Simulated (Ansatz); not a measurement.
Reaction (formal exchange of groups at a C–C bond): `CCCC(=O)N(C)C` + `B1[SiH2]S1` → `CB1[SiH2]S1` + `CCC(=O)N(C)C`

Calculated with Ansatz (gas phase, PBE0-D4/def2-TZVP geometries, no zero-point term in ΔE). CCSD(T)/CBS adds triple-zeta CCSD(T) − MP2 to the extrapolated MP2 energy (def2 sets, frozen cores). DFT in def2-TZVPP. One conformer a species, not always the lowest.

(1) Is it downhill or uphill in electronic energy at CCSD(T)/CBS, and by how much? (An estimate is asked.)

(2) What do these levels give: r2SCAN-D4, PBE0-D4, B2PLYP, r2SCAN, PBE0, MP2/def2-TZVPP? (Estimate.)

Largest T1 diagnostic among the species: 0.017.

## Answers

(1) Ansatz gave: Downhill: ΔE = -11.2 kcal/mol.

(2) Ansatz gave: r2SCAN-D4 -12.6, PBE0-D4 -12.5, B2PLYP -11.9, r2SCAN -12.6, PBE0 -12.3, MP2/def2-TZVPP -12.0 kcal/mol.
